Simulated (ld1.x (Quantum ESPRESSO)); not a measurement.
# What one change does to a pseudopotential (Li, RRKJ)

- Element: lithium (Li)
- Generator: ld1.x (Quantum ESPRESSO) 7.5
- Type: norm-conserving RRKJ (Kleinman–Bylander form)
- Functional: PBE
- Relativity: scalar-relativistic
- Frozen core: [He]
- Valence charge: 1
- Reference configuration: 2s0.75 2p0.25
- Partial waves: 2p (bound): rc 4.20 bohr; 2s (bound): rc 3.00 bohr
- Local potential: the s channel
- Core correction: Bessel-smoothed model core inside 1.85 bohr
- rho0: 0.01

All-electron outer shells of the reference configuration (PBE, scalar-relativistic, ld1.x):

```
shell  level (eV)  outermost node (bohr)  outermost maximum (bohr)
   1s      -52.25                      –                      0.36
   2s       -3.01                   0.83                      3.12
   2p       -1.22                      –                      3.81
```

Change: wave 2p (bound): rc 4.20 bohr becomes 2p (bound): rc 5.04 bohr.

Cutoffs: the cutoffs (Ry, on a coarse ladder) from which the occupation-weighted sum of valence levels, in a spherical-Bessel basis at the reference potential, stays within 10 and 1 mRy of its value at 400 Ry; they do not see the model core or the augmentation charge, which bear on the density cutoff. Errors are all-electron minus pseudo energies relative to the spin-unpolarised reference configuration.

How do hardness, ghosts and transferability respond?

Both files are so soft that the ladder of cutoffs tells neither apart; of the 3 tests that both files solve, the error grows in 3 and shrinks in 0 by more than 15 % and 0.3 meV (median size 2.8 → 4.7 meV); neither file shows a bound ghost. More of the atom is replaced by a form fitted at one configuration, so other configurations suffer.

```csv
quantity,base,changed
"cutoff, loose",6 Ry,6 Ry
"cutoff, tight",6 Ry,6 Ry
bound ghosts,none,none
"error for 2s1 2p0, meV [ΔE -0.45 eV]",-0.5,-1.0
"error for 2s0.5 2p0, meV [ΔE 1.60 eV]",+2.8,+4.7
"error for 2s0 2p1, meV [ΔE 1.34 eV]",-5.6,-11
```
